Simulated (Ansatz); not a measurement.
`[F][In]([F])[I]` + NH₃ → `[NH2][In]([F])[F]` + HI at 700 K and 1 bar (ligand exchange at the In–I bond).

Isolated molecules relaxed with PBE0-D4/def2-TZVP in Ansatz; ΔE leaves out vibrations. CBS: MP2 limit from def2 TZ/QZ plus the TZ coupled-cluster correction, frozen cores. This one scheme is used for every species. Elements past krypton have def2 core potentials. For I, In outer-core shells are correlated without core-valence functions, which leaves a few kJ/mol of doubt a bond. Each species was taken in one conformer, which may not be the lowest.

```json
{"species": "`[F][In]([F])[I]`", "CCSD(T)/CBS energy (Eh)": "-686.94930", "H − E (kJ/mol)": "59.9", "S (J/(mol·K))": "414.5"}
{"species": "NH₃", "CCSD(T)/CBS energy (Eh)": "-56.50880", "H − E (kJ/mol)": "116.9", "S (J/(mol·K))": "226.5"}
{"species": "`[NH2][In]([F])[F]`", "CCSD(T)/CBS energy (Eh)": "-445.37255", "H − E (kJ/mol)": "133.3", "S (J/(mol·K))": "418.7"}
{"species": "HI", "CCSD(T)/CBS energy (Eh)": "-298.03592", "H − E (kJ/mol)": "34.6", "S (J/(mol·K))": "231.7"}
```

H − E and S are ideal-gas, rigid-rotor, harmonic terms from PBE0-D4/def2-TZVP, for one conformer and one mirror image of each species. 1 Eh = 2625.50 kJ/mol, R = 8.31446 J/(mol·K).

Problem. By hand: ΔE, ΔH, ΔS and ΔG.

Solution. ΔE = (-445.37255) + (-298.03592) − (-686.94930) − (-56.50880) = 0.04963 Eh = 130.3 kJ/mol. Δ(H − E) = 133.3 + 34.6 − 59.9 − 116.9 = -8.9, so ΔH = 121.4 kJ/mol. ΔS = 418.7 + 231.7 − 414.5 − 226.5 = 9.4 J/(mol·K). ΔG = 121.4 − 700 × (9.4)/1000 = 114.8 kJ/mol.

Problem. By hand: the equilibrium constant, and the temperature at which ΔG would vanish if ΔH and ΔS stayed fixed.

Solution. log₁₀ K = −ΔG/(RT ln 10) = -8.6. ΔG = 0 at ΔH/ΔS = 12915 K, far beyond where these terms or the molecules hold.

The number of gas molecules stays the same, so ΔS is small and ΔH decides. A doubt of 5 kJ/mol in ΔE shifts log₁₀ K by 0.4 here. Other conformers and mirror images would add mixing entropy, several J/(mol·K) or more a flexible species. These are equilibria of isolated gas molecules and say nothing of rates. Largest T1 diagnostic: 0.016 (customary marks: 0.02 for closed shells, 0.045 for open ones).
